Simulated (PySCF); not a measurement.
Computed properties of C₃H₉FOSi, SMILES F[SiH2]COCC

C3H9FOSi, SMILES CCOC[SiH2]F. Geometry: PBE0-D3(BJ)/def2-SVP. This is a generated structure with no PubChem entry under its InChIKey; it may be hypothetical. One conformer was computed; it need not be the lowest. All values are computed for the isolated molecule unless a solvent is named; none is compared with measurement here.

**Structure.** All 39 harmonic modes at PBE0-D3(BJ)/def2-SVP (PySCF) are real, so it is a minimum. With heavy atoms numbered as in [CH3:1][CH2:2][O:3][CH2:4][SiH2:5][F:6], the shortest bond between them is C2–O3 at 1.405 Å and the longest C4–Si5 at 1.888 Å.

**Vibrations.** The strongest infrared lines (harmonic, unscaled, degenerate partners summed) lie at 929 cm⁻¹ (300 km/mol, H 67 %, Si 21 %, F 8 %), 2268 cm⁻¹ (125 km/mol, H 96 %), 964 cm⁻¹ (111 km/mol, H 84 %, Si 13 %). The softest mode is at 56 cm⁻¹ and the zero-point energy is 74.5 kcal/mol.

**Electronic structure.** PBE0/def2-TZVP (PySCF) places the frontier levels at -7.26 and 0.18 eV, a gap of 7.44 eV, and gives a dipole moment of 1.78 D and a mean polarisability of 66.7 bohr³. PBE/def2-TZVP (PySCF) at the same geometry gives -5.79 and -0.74 eV, so its gap is 2.39 eV narrower. An orbital gap is neither the optical nor the fundamental gap.

**Excitations.** TDA-ωB97X/def2-SVPD (PySCF) has S1 at 6.68 eV (186 nm, f = 0.004, weak); the most intense of the 6 singlets computed lies at 8.48 eV (f = 0.06). T1 (TDA) is at 6.32 eV, 0.36 eV under S1. TDA-PBE/def2-SVPD (PySCF) puts S1 at 5.21 eV. No vertical singlet excitation falls in the visible range (under 3.1 eV).

**NMR.** GIAO shifts at B3LYP/pcSseg-1 (PySCF) (non-relativistic, atoms alike by connectivity averaged): ¹³C from 19.9 to 74.0 ppm against TMS; ¹H from 1.4 to 5.1 ppm against TMS; ²⁹Si at -16.2 ppm against TMS; ¹⁹F at -227.0 ppm against CFCl3.

**Solvation.** SMD-PBE0/def2-SVP (PySCF) gives -0.8 kcal/mol in water, -3.4 kcal/mol in N,N-dimethylformamide, -3.0 kcal/mol in toluene (1 M in both phases, gas-phase geometry); of these solvents N,N-dimethylformamide holds the molecule best.
